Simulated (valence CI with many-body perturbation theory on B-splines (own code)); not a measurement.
**Pd XIII: magnetic and hyperfine properties of the levels**

Computed by relativistic CI+MBPT: six valence electrons over a frozen Dirac-Fock core [Ar] 3d10, radial functions for each j: 9 s, 9 p, 8 d, 6 f, 3 g, 1 h, with the one-electron correlation potential Σ1 (screened to all orders), the two-electron term Σ2, the three-electron term Σ3, Breit, model QED; selected single and double excitations, second order for the rest, scaled by the run's own slope (own B-spline code, finite nucleus).

No measured levels were compared; by estimate levels hold to about 250 cm⁻¹ or 0.2 % of their energy and the worst to 1 %, as in measured heavy ions of charge 2 to 7; those with d or f electrons hold less well. Among the levels kept, up to 1400 cm⁻¹ of a level comes from second order outside the variational space, and about a tenth of that is noise between levels of different J, which matters for small intervals.

A/g_I is the dipole constant over the nuclear g factor μ/I (μ in nuclear magnetons, uniformly magnetised nucleus), B/Q the quadrupole constant per barn. Both hold the static response of the core; the bare values leave it out. Large factors of s and p1/2 electrons are usually good to 5 to 10 %; those of open d and f shells near neutrality can be off by tens of per cent, and small factors of p3/2, d and f electrons come from cancelling terms and can be off by a factor of two or in sign, in half-filled shells by more. B is blank for J = 1/2, where it vanishes, and for nearly pure S terms. Energies count from the lowest level. Levels with J = 0 are left out.

Names give the largest LS component (configuration and term), which can be under half, so a name can repeat, a term be missing and a line seem to break the LS rules; names also repeat where a configuration has a term twice. Letters in brackets count levels of one name in rising energy.

```
               Level  E (eV)      g  A/g_I (MHz)  A/g_I bare  B/Q (MHz/b)  B/Q bare
        4s2.4p4 3P_2   0.000  1.416         5900        5430         5990      5590
        4s2.4p4 3P_1   5.115  1.500        -1260       -1330        -5590     -5210
        4s2.4p4 1D_2   7.342  1.083        13500       12700       -17200    -16100
        4s.4p5 3P°_2  39.702  1.500        32000       30200       -10400     -9740
        4s.4p5 3P°_1  42.462  1.443         9980        9350         4100      3830
        4s.4p5 1P°_1  50.731  1.055        39900       37600        -8310     -7720
    4s2.4p3.4d 5D°_2  54.854  1.271         3030        2790         -539      -498
    4s2.4p3.4d 5D°_3  54.959  1.389         2300        2100         1860      1710
    4s2.4p3.4d 5D°_1  55.227  1.461          896         781        -1420     -1290
    4s2.4p3.4d 5D°_4  55.680  1.436         1260        1110         2190      1950
4s2.4p3.4d 3D°_2 [a]  56.963  1.159         1380        1320        -2110     -1990
4s2.4p3.4d 3D°_3 [a]  59.253  1.242          759         710         5650      5240
4s2.4p3.4d 3D°_1 [a]  59.581  0.583         9890        9460        -1370     -1280
4s2.4p3.4d 3F°_2 [a]  59.837  0.918         9870        9340       -10800    -10100
4s2.4p3.4d 3F°_3 [a]  60.568  1.150         8430        7950        -7980     -7430
    4s2.4p3.4d 3G°_3  61.316  0.945         2290        2200         7690      7090
    4s2.4p3.4d 3G°_4  61.541  1.174         5790        5480        -1900     -1820
4s2.4p3.4d 3F°_4 [a]  62.492  1.212         2750        2610        10600      9830
    4s2.4p3.4d 1G°_4  63.533  1.029         7940        7480        -1020     -1030
    4s2.4p3.4d 3G°_5  63.700  1.200         6440        6070         2100      1880
4s2.4p3.4d 3D°_1 [b]  63.737  0.586          669         792        -1150     -1090
    4s2.4p3.4d 1D°_2  64.980  0.969         8900        8440         5770      5360
4s2.4p3.4d 3P°_1 [a]  65.888  1.404         1990        1930         -347      -313
4s2.4p3.4d 3D°_2 [b]  67.088  1.189        -2580       -2370         6680      6180
4s2.4p3.4d 3F°_3 [b]  67.815  1.071         6170        5850         2230      2020
4s2.4p3.4d 3F°_2 [b]  67.873  0.924         6080        5800         5680      5270
4s2.4p3.4d 3D°_3 [b]  68.855  1.176         6160        5800          842       745
4s2.4p3.4d 3P°_2 [a]  69.799  1.318         5110        4810         3740      3470
4s2.4p3.4d 3F°_4 [b]  70.192  1.196         3410        3240        -1200     -1200
4s2.4p3.4d 3P°_1 [b]  70.345  1.225         2830        2520        -3770     -3500
    4s2.4p3.4d 3S°_1  71.426  1.748         9060        8490        -1.50      4.19
4s2.4p3.4d 3P°_2 [b]  71.571  1.387         3390        3180         3690      3440
4s2.4p3.4d 3D°_3 [c]  72.472  1.264         2120        1970         4770      4420
```

Question: Take the isotope of mass number 105, with I = 5/2, μ = -0.642 μN and Q = 0.66 b. What is the hyperfine structure of 4s.4p5 1P°_1?

Answer: From the table A = -10200 MHz, B = -5480 MHz. Shifts from the centre of gravity in MHz: F = 3/2: 31900, F = 5/2: 14600, F = 7/2: -26900.
